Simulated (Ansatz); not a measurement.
C$_{2}$H$_{6}$AlNO. Total charge 0; spin multiplicity 1. The bonds changed during the relaxation, so this is another structure than the one it started from. The geometry is a stationary point of PBE0-D4/def2-TZVP. It is one conformer, not always the lowest.

```xyz
11

N     0.007    1.049    0.354
C     0.215   -0.420    0.517
Al   -1.523    0.059   -0.379
C     1.299   -0.891   -0.305
O     1.886   -0.184   -1.106
H     0.738    1.380   -0.280
H     0.012    1.573    1.218
H     0.140   -0.796    1.531
H    -1.561    0.064   -1.956
H    -2.762    0.130    0.604
H     1.548   -1.963   -0.199
```

Q: What is the dipole moment at r2SCAN/def2-TZVPP? (Estimate.)

A: Computed: 3.28 D, with components (-0.25, 0.84, 3.16) D in this frame, pointing from negative to positive charge.

Q: And with PBE, B3LYP, ωB97M-V? (Best estimate.)

A: Computed: PBE 3.20 D, B3LYP 3.25 D, ωB97M-V 3.22 D.

Q: Give the Mulliken charges with r2SCAN, B3LYP, PBE in def2-TZVPP. (Best estimate.)

A: Computed: 
```
atom  r2SCAN  B3LYP    PBE
  N1   -0.12  -0.13  -0.10
  C2   -0.20  -0.18  -0.15
 Al3    0.43   0.38   0.29
  C4    0.17   0.10   0.06
  O5   -0.40  -0.36  -0.31
  H6    0.17   0.16   0.16
  H7    0.15   0.15   0.16
  H8    0.08   0.11   0.10
  H9   -0.15  -0.14  -0.12
 H10   -0.17  -0.16  -0.13
 H11    0.04   0.07   0.05
```

B3LYP here is the variant with VWN-RPA as its local correlation; programs differ in this.
